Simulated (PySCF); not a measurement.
Field gradients at the hydrogen positions

Species: C₁₀H₁₄.
Structure used (GFN2-xTB), in Å, numbered top down from 1:
```xyz
24
C10H14 angstrom
C     -2.614    1.581   -0.149
C     -1.888    0.543    0.226
C     -1.342   -0.475   -0.709
C     -1.608   -1.958   -0.376
C     -0.136   -2.279   -0.659
C      0.190   -0.773   -0.646
C      0.858   -0.314    0.609
C      1.755    0.641    0.644
C      2.665    1.486    1.419
C      2.548    1.631   -0.087
H     -2.859    1.758   -1.184
H     -2.993    2.299    0.558
H     -1.660    0.392    1.273
H     -1.642   -0.235   -1.730
H     -2.344   -2.457   -1.003
H     -1.878   -2.104    0.668
H      0.378   -2.875    0.093
H      0.020   -2.733   -1.636
H      0.744   -0.400   -1.509
H      0.557   -0.811    1.523
H      3.566    1.048    1.825
H      2.244    2.262    2.043
H      2.053    2.506   -0.484
H      3.372    1.289   -0.699
```

Level: PBE0/pcSseg-1 (PySCF, non-relativistic); Q(2H) = 0.00286 b; rigid geometry, the same for H and D, with no vibrational averaging.

Task: Rank these positions by the coupling χzz of a deuteron there, largest first.
A. H24 (methylene hydrogen)
B. H19 (methine hydrogen)
C. H11 (vinylic hydrogen)
D. H18 (methylene hydrogen)

Result: C (226 kHz), A (222 kHz), D (211 kHz), B (205 kHz).

Task: What are Vzz, η and χzz (234.96 MHz × Q × Vzz) at all hydrogens?

Result: 
| atom | bonded to | bond length (Å) | Vzz (au) | η | χzz (kHz) |
| --- | --- | --- | --- | --- | --- |
| H11 | C1 | 1.078 | 0.3359 | 0.06 | 226 |
| H12 | C1 | 1.077 | 0.3387 | 0.05 | 228 |
| H13 | C2 | 1.082 | 0.3243 | 0.06 | 218 |
| H14 | C3 | 1.092 | 0.3034 | 0.04 | 204 |
| H15 | C4 | 1.088 | 0.3154 | 0.00 | 212 |
| H16 | C4 | 1.088 | 0.3125 | 0.01 | 210 |
| H17 | C5 | 1.088 | 0.3129 | 0.01 | 210 |
| H18 | C5 | 1.088 | 0.3145 | 0.01 | 211 |
| H19 | C6 | 1.091 | 0.3053 | 0.02 | 205 |
| H20 | C7 | 1.083 | 0.3241 | 0.06 | 218 |
| H21 | C9 | 1.081 | 0.3295 | 0.07 | 221 |
| H22 | C9 | 1.081 | 0.3292 | 0.07 | 221 |
| H23 | C10 | 1.081 | 0.3296 | 0.07 | 221 |
| H24 | C10 | 1.081 | 0.3296 | 0.07 | 222 |

Task: How does χzz go with the bond length over the 14 C–H bonds?

Result: A straight-line fit has a slope of -15.4 kHz for each 0.01 Å, with a correlation coefficient of -0.99, over lengths from 1.077 to 1.092 Å. The longer bonds have the smaller couplings here.

Task: Give the 2H NMR doublet splittings at H22 for a magnetic field along the z, y and x axes of the gradient: 3χ/2, 3χ(1 + η)/4, 3χ(1 − η)/4.

Result: With |χ| = 221.2 kHz and η = 0.069: 332, 177 and 154 kHz, to first order and without motion.

Geometry: GFN2-xTB, one conformer, isolated molecule. GFN2-xTB bond lengths can be off by several hundredths of an ångström, more for odd bonds, and the gradients follow them. With a basis this small, the couplings can be 20 % off.
